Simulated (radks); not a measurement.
All-electron atom: the platinum ion Pt2+ in [Xe] 4f12 5d8 6p2 (not the ground configuration).

All-electron calculation, scalar-relativistic Kohn-Sham, r2SCAN, spin-polarised, spherical densities, finite nucleus; open shells are filled with parallel spins first (spin-orbit coupling, left out, can overturn this in heavy ions); meta-GGA in the generalised Kohn-Sham scheme; Fermi nuclear charge, rms radius 5.427 fm. Program: a radial shooting solver on a logarithmic mesh with Libxc functionals.

Energy parts (hartree):
total: -18403.9922
kinetic: 20518.5619
electron-nucleus: -45583.0856
Hartree: 7012.5925
exchange-correlation: -352.0610

Orbitals (lengths in bohr, moments of r in powers of bohr):
| orbital | occ. | eigenvalue (hartree) | <1/r> |
|---|---|---|---|
| 1s up | 1 | -2886.815 | 93.91 |
| 1s down | 1 | -2886.813 | 93.91 |
| 2s up | 1 | -510.0129 | 22.03 |
| 2s down | 1 | -510.0013 | 22.03 |
| 2p up | 3 | -442.2555 | 19.66 |
| 2p down | 3 | -442.2450 | 19.66 |
| 3s up | 1 | -122.0530 | 8.174 |
| 3s down | 1 | -121.9747 | 8.178 |
| 3p up | 3 | -102.2340 | 7.471 |
| 3p down | 3 | -102.1537 | 7.474 |
| 3d up | 5 | -80.66870 | 7.026 |
| 3d down | 5 | -80.60286 | 7.029 |
| 4s up | 1 | -28.18272 | 3.509 |
| 4s down | 1 | -28.04709 | 3.505 |
| 4p up | 3 | -21.61007 | 3.182 |
| 4p down | 3 | -21.47994 | 3.179 |
| 4d up | 5 | -13.59590 | 2.859 |
| 4d down | 5 | -13.46576 | 2.855 |
| 5s up | 1 | -5.36255 | 1.461 |
| 5s down | 1 | -5.26379 | 1.458 |
| 4f up | 7 | -4.71657 | 2.461 |
| 4f down | 5 | -4.58072 | 2.456 |
| 5p up | 3 | -3.54902 | 1.260 |
| 5p down | 3 | -3.45456 | 1.258 |
| 5d up | 5 | -1.42941 | 0.9454 |
| 5d down | 3 | -1.33359 | 0.9483 |
| 6p up | 2 | -0.69889 | 0.4460 |
| 6p down | 0 | -0.57768 | 0.4335 |

The highest occupied level is 6p up at -19.018 eV. Spin moment in Bohr magnetons: 6. The spin density at the nucleus is -2.93 e/bohr^3 (1s -0.80, 2s -3.60, 3s -23.23, 4s 17.83, 5s 6.87). The electron density at the nucleus is 2.116e+06 e/bohr^3 (large components only).
